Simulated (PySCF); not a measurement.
MgO. Atoms are numbered in the order given.

```xyz
2

Mg     0.0000     0.0000    -0.6952
O      0.0000     0.0000     1.0428
```
Charge 0, spin multiplicity 1.

Geometry: r2SCAN-D4/def2-TZVPD.

Calculation: IEF-PCM-ωB97X/def2-TZVPD in PySCF.

The values are the electrostatic part of the solvation free energy, E(continuum) − E(gas) at the gas-phase geometry, in a cavity of scaled van der Waals radii (PySCF's table); cavitation and dispersion terms are not included. A continuum can't describe solvent molecules that bind to the metal. In vacuum the orbital gap is 6.45 eV. The dipole moment in vacuum is 8.43 D.

```
solvent        ε  ΔG(elec) (kcal/mol)  dipole (D)  gap (eV)
---------  -----  -------------------  ----------  --------
water      78.36                -55.5       13.95      8.78
methanol   32.61                -53.7       13.84      8.69
1-octanol   9.86                    ?           ?         ?
```

Task: Some entries are withheld; supply them. (The exact figures need the calculation; the answer reports its results.)

Result: 
- 1-octanol, ΔG(elec) (kcal/mol): -46.7
- 1-octanol, dipole (D): 13.42
- 1-octanol, gap (eV): 8.37
